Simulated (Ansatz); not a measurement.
[InMeH3]- (CH₆In⁻). Charge -1, multiplicity 1. Geometry PBE-D4/def2-TZVPD, basis def2-TZVPD, Ansatz.

```json
{"run": "A", "HOMO (eV)": "-1.58", "LUMO (eV)": "3.82"}
{"run": "B", "HOMO (eV)": "-2.07", "LUMO (eV)": "3.45"}
{"run": "C", "HOMO (eV)": "-1.16", "LUMO (eV)": "3.75"}
{"run": "D", "HOMO (eV)": "-3.38", "LUMO (eV)": "3.79"}
{"run": "E", "HOMO (eV)": "-1.28", "LUMO (eV)": "3.06"}
{"run": "F", "HOMO (eV)": "-4.36", "LUMO (eV)": "4.35"}
```

In the def2 sets In takes a core potential; there is no spin–orbit coupling.

**Question.** The runs used B97M-V, CAM-B3LYP, PBE0, r2SCAN, r2SCANh, ωB97X-V. Estimate which is which.

**Answer.** A r2SCANh (10 % exact exchange); B PBE0 (25 % exact exchange); C r2SCAN (0 % exact exchange); D CAM-B3LYP (range-separated); E B97M-V (0 % exact exchange); F ωB97X-V (range-separated). Exact exchange lowers occupied and raises empty levels; among semilocal functionals meta-GGAs tend to open the gap a little, and such runs are hard to tell apart. The gap grows from 4.34 eV (B97M-V) to 8.71 eV (ωB97X-V).
